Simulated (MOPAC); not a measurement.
MOPAC input (AM1):

```
AM1 1SCF UHF MS=0.5 GEO-OK AUX(PRECISION=9) THREADS=1
C2H9P2Si

C    -0.68217300 1    1.57508100 1   -1.22873400 1
Si   -0.37213500 1    0.11875800 1   -0.16135300 1
C    -1.93144900 1   -0.89231900 1    0.08980400 1
P     1.21028300 1   -1.26092700 1   -1.05497200 1
P     0.37433400 1    0.85402600 1    1.85724200 1
H    -1.56576300 1    1.66797400 1   -1.85138200 1
H     0.04425000 1    2.37046300 1   -1.35270800 1
H    -2.31850300 1   -1.24940000 1   -0.86708900 1
H    -2.70645500 1   -0.29109100 1    0.56875100 1
H    -1.73598700 1   -1.76217600 1    0.71906100 1
H     0.69011100 1   -1.23593300 1   -2.37678900 1
H     2.14270000 1   -0.22037700 1   -1.29800700 1
H     1.01685400 1   -0.36644300 1    2.19570400 1
H     1.55516100 1    1.43132400 1    1.32093300 1
```

Output:

```
 *******************************************************************************
 **                                                                           **
 **                              MOPAC v23.2.5                                **
 **                                                                           **
 *******************************************************************************
 ** MOPAC's Digital Object Identifier: https://doi.org/10.5281/zenodo.6511958 **
 **                                                                           **
 ** Please cite the open-source release paper for use of this MOPAC version:  **
 ** J. E. Moussa and J. J. P. Stewart (2026)                                  **
 ** MOPAC: An open-source semiempirical molecular orbital program             **
 ** J. Open Source Softw., 11(119), 8025, https://doi.org/10.21105/joss.08025 **
 *******************************************************************************

                              AM1 CALCULATION RESULTS

 *******************************************************************************
 *  AM1        - The AM1 Hamiltonian to be used
 *  GEO-OK     - OVERRIDE INTERATOMIC DISTANCE AND OTHER SAFETY CHECKS
 *  UHF        - UNRESTRICTED HARTREE-FOCK CALCULATION
 *  MS=        - IN MECI, MAGNETIC COMPONENT OF SPIN =  0.5
 *  1SCF       - DO 1 SCF AND THEN STOP
 *  AUX        - OUTPUT AUXILIARY INFORMATION
 *******************************************************************************
AM1 1SCF UHF MS=0.5 GEO-OK AUX(PRECISION=9) THREADS=1
 C2H9P2Si

   ATOM   CHEMICAL          X               Y               Z
  NUMBER   SYMBOL      (ANGSTROMS)     (ANGSTROMS)     (ANGSTROMS)

     1       C         -0.68217300  *   1.57508100  *  -1.22873400  *
     2      Si         -0.37213500  *   0.11875800  *  -0.16135300  *
     3       C         -1.93144900  *  -0.89231900  *   0.08980400  *
     4       P          1.21028300  *  -1.26092700  *  -1.05497200  *
     5       P          0.37433400  *   0.85402600  *   1.85724200  *
     6       H         -1.56576300  *   1.66797400  *  -1.85138200  *
     7       H          0.04425000  *   2.37046300  *  -1.35270800  *
     8       H         -2.31850300  *  -1.24940000  *  -0.86708900  *
     9       H         -2.70645500  *  -0.29109100  *   0.56875100  *
    10       H         -1.73598700  *  -1.76217600  *   0.71906100  *
    11       H          0.69011100  *  -1.23593300  *  -2.37678900  *
    12       H          2.14270000  *  -0.22037700  *  -1.29800700  *
    13       H          1.01685400  *  -0.36644300  *   2.19570400  *
    14       H          1.55516100  *   1.43132400  *   1.32093300  *

          CARTESIAN COORDINATES

    NO.       ATOM           X           Y           Z

     1         C         -0.6822      1.5751     -1.2287
     2        Si         -0.3721      0.1188     -0.1614
     3         C         -1.9314     -0.8923      0.0898
     4         P          1.2103     -1.2609     -1.0550
     5         P          0.3743      0.8540      1.8572
     6         H         -1.5658      1.6680     -1.8514
     7         H          0.0442      2.3705     -1.3527
     8         H         -2.3185     -1.2494     -0.8671
     9         H         -2.7065     -0.2911      0.5688
    10         H         -1.7360     -1.7622      0.7191
    11         H          0.6901     -1.2359     -2.3768
    12         H          2.1427     -0.2204     -1.2980
    13         H          1.0169     -0.3664      2.1957
    14         H          1.5552      1.4313      1.3209

  H: (AM1): M.J.S. DEWAR ET AL, J. AM. CHEM. SOC. 107 3902-3909 (1985)
  C: (AM1): M.J.S. DEWAR ET AL, J. AM. CHEM. SOC. 107 3902-3909 (1985)
 Si: (AM1): M.J.S.DEWAR, C. JIE, ORGANOMETALLICS, 6, 1486-1490 (1987).
  P: (AM1): M.J.S.DEWAR, JIE, C, THEOCHEM, 187, 1 (1989)

           Empirical Formula: C2 H9 Si P2  =    14 atoms

      MOLECULAR POINT GROUP   :   C1

          UHF CALCULATION, NO. OF ALPHA ELECTRONS =   16
                           NO. OF BETA  ELECTRONS =   15

 -------------------------------------------------------------------------------
 AM1 1SCF UHF MS=0.5 GEO-OK AUX(PRECISION=9) THREADS=1
 C2H9P2Si

     1SCF WAS SPECIFIED, SO BFGS WAS NOT USED
     SCF FIELD WAS ACHIEVED

                              AM1 CALCULATION
                                                       MOPAC v23.2.5 Linux

          FINAL HEAT OF FORMATION =         31.61826 KCAL/MOL =     132.29079 KJ/MOL

          COSMO AREA              =        158.64 SQUARE ANGSTROMS
          COSMO VOLUME            =        160.73 CUBIC ANGSTROMS

          IONIZATION POTENTIAL    =          9.801014 EV
          ALPHA SOMO LUMO (EV)    =         -9.801 -1.089
          BETA  SOMO LUMO (EV)    =        -10.100 -1.491
          NO. OF ALPHA ELECTRONS  =         16
          NO. OF BETA  ELECTRONS  =         15
          MOLECULAR WEIGHT        =        123.1261         POINT GROUP:  C1

          MOLECULAR DIMENSIONS (Angstroms)

            Atom       Atom       Distance
            H    13    H     6     5.21418
            H    12    H     9     5.11350
            H    11    H    14     3.95293

          SCF CALCULATIONS        =          1

   ATOM   CHEMICAL          X               Y               Z
  NUMBER   SYMBOL      (ANGSTROMS)     (ANGSTROMS)     (ANGSTROMS)

     1       C         -0.68217300  *   1.57508100  *  -1.22873400  *
     2      Si         -0.37213500  *   0.11875800  *  -0.16135300  *
     3       C         -1.93144900  *  -0.89231900  *   0.08980400  *
     4       P          1.21028300  *  -1.26092700  *  -1.05497200  *
     5       P          0.37433400  *   0.85402600  *   1.85724200  *
     6       H         -1.56576300  *   1.66797400  *  -1.85138200  *
     7       H          0.04425000  *   2.37046300  *  -1.35270800  *
     8       H         -2.31850300  *  -1.24940000  *  -0.86708900  *
     9       H         -2.70645500  *  -0.29109100  *   0.56875100  *
    10       H         -1.73598700  *  -1.76217600  *   0.71906100  *
    11       H          0.69011100  *  -1.23593300  *  -2.37678900  *
    12       H          2.14270000  *  -0.22037700  *  -1.29800700  *
    13       H          1.01685400  *  -0.36644300  *   2.19570400  *
    14       H          1.55516100  *   1.43132400  *   1.32093300  *

                             CARTESIAN COORDINATES

   1    C       -0.682173000     1.575081000    -1.228734000
   2   Si       -0.372135000     0.118758000    -0.161353000
   3    C       -1.931449000    -0.892319000     0.089804000
   4    P        1.210283000    -1.260927000    -1.054972000
   5    P        0.374334000     0.854026000     1.857242000
   6    H       -1.565763000     1.667974000    -1.851382000
   7    H        0.044250000     2.370463000    -1.352708000
   8    H       -2.318503000    -1.249400000    -0.867089000
   9    H       -2.706455000    -0.291091000     0.568751000
  10    H       -1.735987000    -1.762176000     0.719061000
  11    H        0.690111000    -1.235933000    -2.376789000
  12    H        2.142700000    -0.220377000    -1.298007000
  13    H        1.016854000    -0.366443000     2.195704000
  14    H        1.555161000     1.431324000     1.320933000

           Empirical Formula: C2 H9 Si P2  =    14 atoms

      MOLECULAR POINT GROUP   :   C1

          ALPHA EIGENVALUES
 -29.38159 -28.41460 -21.76897 -21.29914 -15.00794 -14.77124 -14.20624 -14.13005
 -13.22766 -13.03558 -12.40474 -12.15005 -11.60835 -11.16583 -10.64085  -9.80101
  -1.08856  -0.76040   0.70737   1.10445   1.21754   1.32013   1.41607   1.59338
   3.97343   4.08088   4.17611   4.26832   5.05579

           BETA EIGENVALUES
 -29.31200 -26.65729 -21.74096 -21.27902 -14.76108 -14.51453 -14.17457 -14.12800
 -13.19470 -13.00853 -12.28015 -11.96574 -11.55821 -10.59096 -10.10038  -1.49129
  -1.05405   0.66573   0.90568   1.13841   1.28352   1.34430   1.54483   1.64061
   4.17870   4.26196   4.32813   4.75550   5.06162

              NET ATOMIC CHARGES AND DIPOLE CONTRIBUTIONS

  ATOM NO.   TYPE          CHARGE      No. of ELECS.   s-Pop       p-Pop
    1          C          -0.526847        4.5268     1.35430     3.17254
    2         Si           1.040518        2.9595     0.86555     2.09393
    3          C          -0.512651        4.5127     1.25766     3.25500
    4          P          -0.549252        5.5493     1.86107     3.68818
    5          P          -0.488252        5.4883     1.85785     3.63041
    6          H           0.122696        0.8773     0.87730
    7          H           0.114026        0.8860     0.88597
    8          H           0.093875        0.9061     0.90612
    9          H           0.107489        0.8925     0.89251
   10          H           0.107617        0.8924     0.89238
   11          H           0.132497        0.8675     0.86750
   12          H           0.115807        0.8842     0.88419
   13          H           0.135153        0.8648     0.86485
   14          H           0.107323        0.8927     0.89268
 DIPOLE           X         Y         Z       TOTAL
 POINT-CHG.    -0.594     0.376    -1.176     1.371
 HYBRID         0.623     0.840    -2.219     2.453
 SUM            0.029     1.216    -3.396     3.607

          ATOMIC ORBITAL ELECTRON POPULATIONS

     Atom    s        px        py        pz
    1  C   1.35430   1.04317   1.08751   1.04186
    2 Si   0.86555   0.72588   0.67333   0.69472
    3  C   1.25766   1.11115   1.08632   1.05753
    4  P   1.86107   1.22711   1.26424   1.19682
    5  P   1.85785   1.19282   1.17121   1.26637
    6  H   0.87730
    7  H   0.88597
    8  H   0.90612
    9  H   0.89251
   10  H   0.89238
   11  H   0.86750
   12  H   0.88419
   13  H   0.86485
   14  H   0.89268

                    (SZ)    =    0.500000
                    (S**2)  =    0.771461

          ATOMIC ORBITAL SPIN POPULATIONS

    Atom   Total    s     px     py     pz
         Atomic
    1  C  1.1468  0.062  0.236  0.280  0.569
    2 Si -0.1756 -0.039 -0.030 -0.055 -0.051
    3  C  0.0132  0.002  0.006  0.004  0.001
    4  P  0.0955 -0.003  0.042  0.049  0.007
    5  P  0.0507 -0.001  0.004  0.008  0.040
    6  H -0.0565 -0.056
    7  H -0.0564 -0.056
    8  H -0.0012 -0.001
    9  H -0.0020 -0.002
   10  H -0.0023 -0.002
   11  H -0.0040 -0.004
   12  H -0.0037 -0.004
   13  H -0.0024 -0.002
   14  H -0.0021 -0.002

 **********************
 *                    *
 * JOB ENDED NORMALLY *
 *                    *
 **********************

 == MOPAC DONE ==
```

The geometry given is a B3LYP-D3(BJ)/def2-TZVP minimum.
